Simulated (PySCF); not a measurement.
**Calcium: a sound run and one with changed settings**

Sound run: Ca⁺ [Ar] 4s1, Ca²⁺ [Ar]. Computed with PySCF 2.14 in pcseg-2 (6s4p3d, 33 functions), with the non-relativistic Hamiltonian (point nucleus). The sound run starts from symmetry-adapted Hartree-Fock orbitals and uses a fine grid where one is needed.

A second run was set up differently.

| species | method | sound run (hartree) | changed run (hartree) | converged |
| --- | --- | --- | --- | --- |
| Ca⁺ | UHF | -676.55577 | -676.55577 | yes |
| Ca⁺ | r2SCAN | -677.30117 | -677.30870 | yes |
| Ca⁺ | M06-2X | -677.34353 | -677.44062 | yes |
| Ca²⁺ | UHF | -676.13987 | -676.13987 | yes |
| Ca²⁺ | r2SCAN | -676.87214 | -676.87545 | yes |
| Ca²⁺ | M06-2X | -676.90893 | -677.00110 | yes |

Ionisation energy of Ca⁺:

```json
{"method": "UHF", "sound run (eV)": "11.317", "changed run (eV)": "11.317"}
{"method": "r2SCAN", "sound run (eV)": "11.674", "changed run (eV)": "11.789"}
{"method": "M06-2X", "sound run (eV)": "11.826", "changed run (eV)": "11.960"}
```

Problem. What was changed?
A. all electrons correlated in a valence basis
B. minimal basis
C. level shift left on
D. radial grid too coarse

Solution. D. It used radial step 0.5 in ln r (0.13 in the sound run). A coarse radial grid mis-integrates the density and the exchange-correlation energy, with errors of either sign; Hartree-Fock needs no grid.
